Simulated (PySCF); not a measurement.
Selenophene, SMILES [se]1cccc1 (PBE0/def2-SVP optimised geometry):

```
9

C      0.069     1.086     0.000
C      1.059     0.056     0.000
C      0.557    -1.215     0.000
Se    -1.296    -1.215     0.000
C     -1.221     0.637     0.000
H      0.319     2.149     0.000
H      2.132     0.262     0.000
H      1.118    -2.149     0.000
H     -2.132     1.236     0.000
```

Method: PBE0/def2-TZVP in PySCF 2.14.0.

Question: What are the frontier orbital energies and the dipole moment?

Answer: HOMO-2 -9.34 eV, HOMO-1 -6.93 eV, HOMO -6.85 eV, LUMO -0.60 eV, LUMO+1 0.32 eV; dipole moment 0.39 D.

On the same geometry PBE/def2-TZVP run with PySCF 2.14.0 gives HOMO-2 -8.07 eV, HOMO-1 -5.93 eV, HOMO -5.82 eV, LUMO -1.44 eV, LUMO+1 -0.61 eV; dipole moment 0.29 D.

Meta-Löwdin charges at PBE0/def2-TZVP: C1 -0.15, C2 -0.15, C3 -0.29, Se4 0.34, C5 -0.29, H6 0.13, H7 0.13, H8 0.14, H9 0.14.
